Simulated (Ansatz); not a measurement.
Mulliken charges of CH3NSe, SMILES `N=C[SeH]` from r2SCAN/def2-TZVPP in Ansatz (PBE0-D4/def2-TZVP geometry).

| atom | x (Å) | y (Å) | z (Å) | charge (e) |
| --- | --- | --- | --- | --- |
| N1 | -0.812 | -1.103 | -0.417 | -0.311 |
| C2 | -0.110 | -0.091 | -0.168 | -0.004 |
| Se3 | 0.730 | 0.077 | 1.531 | 0.044 |
| H4 | -1.199 | -1.063 | -1.358 | 0.163 |
| H5 | 0.084 | 0.746 | -0.846 | 0.068 |
| H6 | 1.348 | 1.370 | 1.212 | 0.041 |

Question: By hand: the dipole of these point charges (1 e Å = 4.8032 D).

Answer: Σ q r = (0.151, 0.280, -0.031) e Å, of length 0.320 e Å = 1.54 D.

Question: How does the dipole of the full density compare? (Estimate.)

Answer: Ansatz gave: (0.111, 0.420, -0.309) e Å, 2.56 D; the point charges give 0.60 times that, at 32° from its direction.

Point charges leave out the atoms' own dipoles, such as those of lone pairs, and Mulliken's split depends on the basis, so the two needn't agree.
